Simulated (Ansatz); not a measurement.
One change: `CC[SiH2][TeH]` becomes `CC[SiH2][SiH2]F`.

Ansatz, PBE0-D4/def2-TZVP geometries, multiplicity 1. Each molecule was computed in one conformer, which needn't be the lowest.

Elements past krypton have def2 core potentials.  Spin–orbit coupling is left out; it splits and shifts lone-pair levels of the heavy atoms by tenths of an eV.

```tsv
property	`CC[SiH2][TeH]`
HOMO energy (PBE/def2-TZVPP) / eV	-5.37
HOMO–LUMO gap (PBE/def2-TZVPP) / eV	4.10
LUMO energy (ωB97M-V/def2-TZVPP) / eV	1.34
HOMO–LUMO gap (PBE0/def2-TZVPP) / eV	5.94
HOMO energy (ωB97M-V/def2-TZVPP) / eV	-8.47
HOMO–LUMO gap (ωB97M-V/def2-TZVPP) / eV	9.81
```

What does the change do to each property? (Estimate.)

Ansatz gave: 
```json
{"property": "HOMO energy (PBE/def2-TZVPP) / eV", "`CC[SiH2][SiH2]F`": "-6.79", "shift": "-1.42"}
{"property": "HOMO–LUMO gap (PBE/def2-TZVPP) / eV", "`CC[SiH2][SiH2]F`": "5.43", "shift": "1.33"}
{"property": "LUMO energy (ωB97M-V/def2-TZVPP) / eV", "`CC[SiH2][SiH2]F`": "1.26", "shift": "-0.08"}
{"property": "HOMO–LUMO gap (PBE0/def2-TZVPP) / eV", "`CC[SiH2][SiH2]F`": "7.48", "shift": "1.54"}
{"property": "HOMO energy (ωB97M-V/def2-TZVPP) / eV", "`CC[SiH2][SiH2]F`": "-10.03", "shift": "-1.56"}
{"property": "HOMO–LUMO gap (ωB97M-V/def2-TZVPP) / eV", "`CC[SiH2][SiH2]F`": "11.29", "shift": "1.48"}
```
